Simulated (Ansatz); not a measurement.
BeFH (SMILES [BeH][F]) moved off its minimum; all values from Ansatz (a program for electronic structure), cores frozen in correlated methods.
(charge 0, multiplicity 1)
```xyz
3

Be     0.01517    -0.07062    -0.65440
H      0.04095     0.13239    -2.09026
F     -0.04920     0.10028     0.45890
```

```csv
level,largest force (eV/Å),on atom,rms difference from CCSD(T)/aug-cc-pVTZ (eV/Å),dipole (D)
HF/def2-TZVPP,19.61,Be1,0.322,0.89
PBE/def2-TZVPP,19.87,Be1,0.157,0.80
r2SCAN/def2-TZVPP,19.81,Be1,0.205,0.85
B3LYP/def2-TZVPP,19.73,Be1,0.260,0.82
wB97M-V/def2-TZVPP,19.93,Be1,0.184,0.85
MP2/aug-cc-pVTZ,20.47,Be1,0.097,0.86
CCSD(T)/aug-cc-pVTZ,20.24,Be1,0.000,0.82
```

The differences count from one level among others, with limits of its own. Forces at CCSD(T)/aug-cc-pVTZ (eV/Å):

```
atom      Fx      Fy       Fz
----  ------  ------  -------
Be1    1.025  -2.067  -20.104
H2     0.014  -0.462    1.317
F3    -1.038   2.528   18.787
```
